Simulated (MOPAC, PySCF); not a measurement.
H$_{6}$AlN$_{3}$, SMILES `[NH2][Al]([NH2])[NH2]`, neutral singlet in the gas phase. 

Cartesian coordinates (Å):
```xyz
10

N     -0.9995    -1.4654    -0.0431
Al     0.0000     0.0000    -0.0001
N     -0.7689     1.5989    -0.0133
N      1.7684    -0.1336     0.0562
H     -1.9957    -1.4891     0.1017
H     -0.6539    -2.3953    -0.2157
H     -1.7390     1.7714    -0.2206
H     -0.2991     2.4671     0.1858
H      2.2776    -0.9818     0.2436
H      2.4100     0.6277    -0.0944
```
Charge 0, spin multiplicity 1.

All levels are single points at this geometry (B3LYP-D3(BJ)/def2-TZVP); Pople sets use spherical d functions. Orbital energies aren't observables, and empty levels follow the basis.

```csv
level,HOMO (eV),LUMO (eV),gap (eV),dipole (D),"vertical IE, Delta-SCF (eV)"
PBE-D3(BJ)/def2-TZVP in PySCF,-5.28,-0.50,4.78,0.00,–
TPSSh-D3(BJ)/def2-TZVP in PySCF,-5.92,0.02,5.94,0.00,8.48
B3LYP/3-21G in PySCF,-5.44,1.16,6.60,0.00,–
B3LYP/6-311+G** in PySCF,-6.60,-0.60,6.00,0.00,–
B3LYP/LANL2DZ in PySCF,-6.14,0.82,6.96,0.00,–
M06-2X/6-31G* in PySCF,-7.72,1.49,9.21,0.00,–
PBE/6-31G* in PySCF,-4.76,-0.01,4.76,0.00,–
SVWN5/6-31G* in PySCF,-4.87,-0.12,4.75,0.00,–
AM1 in MOPAC,-9.04,1.45,10.49,0.00,–
```
